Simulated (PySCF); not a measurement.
C₇H₁₂ (charge +1 and doublet state).
SMILES with atom numbers: `[CH3:1][C+:2]1[CH:3][CH2:4][CH2:5][CH2:6][CH2:7]1` (hydrogens: H8, H9, H10 on C1; H11 on C3; H12, H13 on C4; H14, H15 on C5; H16, H17 on C6; H18, H19 on C7)

Cartesian coordinates in Å at the GFN2-xTB level; atoms count from 1:
```xyz
19
C7H12 angstrom
C      2.4125   -0.5576    0.0387
C      0.9737   -0.2545   -0.0298
C      0.0521   -1.2632   -0.2355
C     -1.3885   -1.0775   -0.1019
C     -1.8055    0.2988    0.3888
C     -0.9327    1.3633   -0.2681
C      0.5221    1.1407    0.1275
H      2.7913   -0.6642   -0.9849
H      2.9794    0.2401    0.5120
H      2.6113   -1.5100    0.5292
H      0.4029   -2.2499   -0.5119
H     -1.8212   -1.8768    0.5154
H     -1.8226   -1.2892   -1.0966
H     -2.8577    0.4724    0.1631
H     -1.6977    0.3524    1.4756
H     -1.2516    2.3577    0.0412
H     -1.0320    1.3088   -1.3541
H      1.1902    1.8232   -0.4072
H      0.6643    1.3945    1.1910
```

The hyperfine couplings belong to this conformer and change with its torsions.

Theory: UKS B3LYP, pcH-1 on C H, non-relativistic, mean-field spin-orbit, GIAO in PySCF. One conformer (not necessarily the lowest) at the GFN2-xTB geometry, without solvent, vibrations or thermal averaging. A GFN2-xTB geometry isn't a minimum of the functional, and hyperfine couplings can be far from their values at a DFT geometry, by a factor of two or more for some ions and for spin on atoms past the first row. The SCF solution wasn't tested for stability.

(1) Match the computed a_iso(1H) values +134.2, +82.5, +55.4, -26.7, +2.6, -0.9 MHz (means over equivalent nuclei) with the sites H8/H9/H10; H11; H12/H13; H14/H15; H16/H17; H18/H19.

## Answers

(1) 
```
     site  a_iso (MHz)  ρ(0) (bohr⁻³)         position  distance from C3 (Å)  bound to  spin population there  largest |T| (MHz)
H8/H9/H10        +55.4        +0.0124  2 bonds from C2                  2.99        C1                  -0.01                6.2
      H11        -26.7        -0.0060   1 bond from C3                  1.08        C3                  +0.49               23.8
  H12/H13       +134.2        +0.0300  2 bonds from C3                  2.09        C4                  -0.02                9.1
  H14/H15         +2.6        +0.0006  3 bonds from C3                  3.17        C5                   0.00                3.5
  H16/H17         -0.9        -0.0002  3 bonds from C2                  3.43        C6                   0.00                3.5
  H18/H19        +82.5        +0.0185  2 bonds from C2                  3.19        C7                  -0.02                6.7
```

ρ(0) is the spin density at the nucleus and T the dipolar tensor; entries for several nuclei are means. The largest Mulliken spin populations are on C3 (+0.49), C2 (+0.35) and H13 (+0.07). Main spin sites, with 60 % or more of the largest population: C2, C3; positions count bonds from the nearest.

The spin density at the nucleus, in bohr⁻³, is negative for C4 (-0.0147), C7 (-0.0103) and C1 (-0.0087), for instance. A restricted open-shell determinant has no negative spin density anywhere; here it arises because α and β orbitals differ (spin polarisation).

Class means assume fast exchange of nuclei equivalent by connectivity; if that motion is slow, each nucleus keeps its own coupling. The three 1H nuclei of mean +55.4 MHz run from 4.4 to 120.7 MHz in the frozen geometry. The 1H value of +134.2 MHz is a mean of couplings from 94.0 to 174.3 MHz in this one geometry, not an average over conformers. The 1H value of +82.5 MHz is a mean of couplings from 44.2 to 120.8 MHz in this one geometry, not an average over conformers.

The SMILES `C[C+]1[CH]CCCC1` draws the unpaired electron on C3, whose computed spin population is only +0.49.

Hardware: an Arm Neoverse V1 with one thread, no GPU (shared host). Cost: 77 s wall (with the writing of density and orbital grids), 1.0 GiB resident at most.
